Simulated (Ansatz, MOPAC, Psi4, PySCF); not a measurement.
Molecule: BNH2Cl2, charge 0, multiplicity 1. SMILES: B(N)(Cl)Cl
Structure (B3LYP-D3(BJ)/def2-TZVP (Ansatz, a first-principles code) minimum search):
```
B
N 1 1.3854
H 2 1.0060 1 122.41
H 2 1.0060 3 115.18 1 180.00
Cl 1 1.7704 2 120.26 3 180.00
Cl 1 1.7704 2 120.26 3 0.00
```
Charge 0, spin multiplicity 1.

Wanted: size of the dipole moment, in D. Set-up: PM7 with its own dispersion and hydrogen-bond terms; 6-31G* and kin with 6d, 5d where marked; LANL2DZ with its own core potentials from Na on; 6-311+G** with 5d, 6d on Na to Ar in Ansatz; no dispersion term unless named; no spin-orbit coupling; non-relativistic. First-principles rows: single points at B3LYP-D3(BJ) geometries (Ansatz). Semi-empirical rows: dipoles at the shared geometry.

```json
[
 {"level": "PM7", "program": "MOPAC", "size of the dipole moment (D)": "4.15"},
 {"level": "PBE/LANL2DZ", "program": "Ansatz", "size of the dipole moment (D)": "3.65"},
 {"level": "PBE/6-311+G**", "program": "Ansatz", "size of the dipole moment (D)": "2.94"},
 {"level": "BP86/def2-SVP", "program": "PySCF", "size of the dipole moment (D)": "2.95"},
 {"level": "B3LYP/6-31G*", "program": "Ansatz", "size of the dipole moment (D)": "3.20"},
 {"level": "B3LYP/def2-SVP", "program": "Ansatz", "size of the dipole moment (D)": "2.91"},
 {"level": "wB97X-D/6-311+G**", "program": "Psi4", "size of the dipole moment (D)": "3.01"}
]
```

No value to compare with is used here. The 7 habitual levels span 2.91 (B3LYP/def2-SVP) to 4.15 D (PM7).

The levels are drawn from those run, B3LYP/6-31G* more often than the rest, none by its result; left out are runs that failed, that the program found above a lower state of the same kind, or whose <S^2> lies over 0.5 above the pure value.
